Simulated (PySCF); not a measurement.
Fill in the blanks.

Species: C₄H₆FNSi.
SMILES with atom numbers: `[F:1][c:2]1[cH:3][cH:4][cH:5][n:6]1[SiH3:7]` (hydrogens: H8 on C3; H9 on C4; H10 on C5; H11, H12, H13 on Si7)

```json
{"property": "point group", "level": "PBE0-D3(BJ)/def2-SVP", "value": "Cs"}
{"property": "rotational constants A, B, C", "level": "PBE0-D3(BJ)/def2-SVP", "value": "3.607, 2.053, 1.329 GHz"}
{"property": "dipole moment", "level": "B3LYP/def2-SVPD", "value": "1.50 D"}
{"property": "HOMO energy", "level": "B3LYP/def2-SVPD", "value": "-6.02 eV"}
{"property": "LUMO energy", "level": "B3LYP/def2-SVPD", "value": "?"}
{"property": "lowest singlet excitation", "level": "TDDFT B3LYP/def2-SVPD", "value": "?"}
{"property": "strongest line among the 10 lowest singlet transitions", "level": "TDDFT B3LYP/def2-SVPD", "value": "S10 at 6.79 eV (183 nm, f = 0.129)"}
{"property": "lowest triplet excitation (Tamm–Dancoff)", "level": "TDA B3LYP/def2-SVPD", "value": "4.15 eV"}
{"property": "static isotropic polarisability", "level": "B3LYP/def2-SVPD", "value": "79.2 au"}
{"property": "vertical ionisation energy", "level": "ΔSCF B3LYP/def2-SVPD", "value": "8.24 eV"}
{"property": "electronic spatial extent ⟨r²⟩ about the centre of nuclear charge", "level": "B3LYP/def2-SVPD", "value": "875 bohr²"}
{"property": "13C chemical shifts (computed TMS as zero) by class", "level": "GIAO PBE0/pcSseg-1", "value": "?"}
{"property": "1H chemical shifts (computed TMS as zero) by class", "level": "GIAO PBE0/pcSseg-1", "value": "?"}
{"property": "isotropic shieldings of nuclei other than C and H, by class", "level": "GIAO PBE0/pcSseg-1", "value": "111 (N6), 318 (F1), 402 (Si7) ppm"}
```

Electronic properties: PySCF, gas phase, density fitting. Isolated species at its PBE0-D3(BJ)/def2-SVP geometry, gas phase. NMR classes are plain means over equivalent atoms (diastereotopic ones count apart unless rotation or inversion swaps them), as if these changed places fast; in this geometry the members of some classes differ.

**Question.** Give the lowest singlet excitation.

**Answer.** 5.08 eV (244 nm, f = 0.000).

**Question.** The LUMO energy?

**Answer.** -0.08 eV.

**Question.** The 13C chemical shifts (computed TMS as zero) by class?

**Answer.** 158.7 (C2), 118.7 (C5), 116.0 (C4), 92.9 (C3) ppm.

**Question.** What are the 1H chemical shifts (computed TMS as zero) by class?

**Answer.** 6.24 (H9), 6.08 (H10), 5.76 (H8), 4.92 (H11/H12/H13) ppm.

The polarisability is 11.73 Å³ as a volume (1 au = 0.148185 Å³), or 1.32 au for each of the 60 electrons. The rotational constants make it an asymmetric top with κ = (2B − A − C)/(A − C) = -0.36, nearer the prolate limit (−1).
